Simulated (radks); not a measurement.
Values are calculated unless marked as measured or tabulated.
Gd II, configuration [Xe] 4f7 5d1 6s1 (the NIST ground configuration). Code: a radial shooting solver on a logarithmic mesh with Libxc functionals. Model: non-relativistic Kohn-Sham, Slater X-alpha with alpha = 0.807, spin-polarised, spherical densities, point nucleus; open shells are filled with parallel spins first (spin-orbit coupling, left out, can overturn this in heavy ions); relativity is left out, which matters for an element this heavy. Some entries of the table are withheld. Estimate them.

orbital  occ.  eigenvalue (eV)  r(max) (bohr)  <r^2> (bohr^2)
1s up       1        -47158.52        0.01572       0.0007507
1s down     1        -47158.51        0.01572       0.0007507
2s up       1        -7533.734        0.08605         0.01192
2s down     1        -7533.482        0.08605         0.01192
2p up       3        -7175.652        0.06693        0.008857
2p down     3        -7175.494        0.06693        0.008856
3s up       1        -1673.026         0.2396         0.07720
3s down     1        -1668.508         0.2394         0.07700
3p up       3        -1512.168         0.2267         0.07218
3p down     3        -1508.026         0.2265         0.07197
3d up       5        -1210.603         0.1807         0.05759
3d down     5        -1207.536         0.1806         0.05736
4s up       1        -339.6513         0.5460          0.3870
4s down     1        -331.2302         0.5458          0.3876
4p up       3        -276.4858         0.5509          0.4076
4p down     3        -268.1157         0.5507          0.4086
4d up       5        -163.3397         0.5570          0.4628
4d down     5        -155.0832         0.5569          0.4659
5s up       1         -52.5356          1.259           2.207
5s down     1         -48.3263          1.277           2.285
5p up       3              (1)          1.369           2.790
5p down     3              (2)          1.395           2.896
4f up       7         -24.5341         0.5485          0.8003
4f down     0         -16.9207         0.5520          0.8934
5d up       1         -10.5254          1.832           6.655
6s up       1          -9.6829          3.314           15.38
5d down     0          -7.6359          1.873           6.730
6s down     0          -6.5522          3.328           17.13

Answer. 
(1) 5p up eigenvalue (eV): -34.9844
(2) 5p down eigenvalue (eV): -31.3216
